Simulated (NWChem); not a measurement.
Molecule: arsine (AsH$_{3}$); SMILES [AsH3]

Computed with NWChem. Pople sets run with spherical d functions. STO-3G and 3-21G are far too small for this property and stand as cheap habits. Structure relaxed at the PBE0-D3(BJ)/def2-TZVP level. Vertical excitations in the gas phase; the lowest state need not have the same character in each row.

**Question.** Order these runs by computing time, cheapest first, and give rough ratios: Hartree-Fock/6-31G*, CIS; Hartree-Fock/3-21G, CIS; Hartree-Fock/aug-cc-pVDZ, CIS; Hartree-Fock/def2-TZVP, CIS.

**Answer.** Hartree-Fock/3-21G, CIS (1), Hartree-Fock/6-31G*, CIS (4), Hartree-Fock/def2-TZVP, CIS (10), Hartree-Fock/aug-cc-pVDZ, CIS (80). Ratios are rough, from one shared machine; the cheapest took around 5 core-seconds (rough). What differs between the cheapest and the dearest: lowest excitation, singlet (eV) 8.19 → 7.00; orbital gap (eV) 14.54 → 11.31.
